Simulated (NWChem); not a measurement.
# CF$_{2}$, singlet; SMILES [C](F)F

```xyz
3

F      1.0237     0.0000    -0.1971
C      0.0000     0.0000     0.5910
F     -1.0237     0.0000    -0.1971
```
Atoms are numbered in this order, from 1.

Results from NWChem. Geometry optimised at PBE0/def2-SVP; all other runs use it. Low-valent species are run as closed-shell singlets; no triplet was tried in these runs.

```
quantity                                                            level  value
----------------------------------------------------  -------------------  -----
isotropic polarisability (bohr³), static                   PBE0/def2-SVPD   16.1
cavity-dispersion-structure term (kcal/mol) in water   PBE0/def2-SVP, SMD      ?
−ε(HOMO) (eV)                                               PBE0/def2-SVP   8.46
vertical, lowest excitation, singlet (eV)             PBE0/def2-SVPD, TDA      ?
dipole (D)                                                  PBE0/def2-SVP      ?
highest harmonic frequency (cm⁻¹)                           PBE0/def2-SVP   1302
```

Q: Some entries are withheld; supply them.

A: 
- cavity-dispersion-structure term (kcal/mol) in water, value: 5.5
- vertical, lowest excitation, singlet (eV), value: 5.06
- dipole (D), value: 0.80
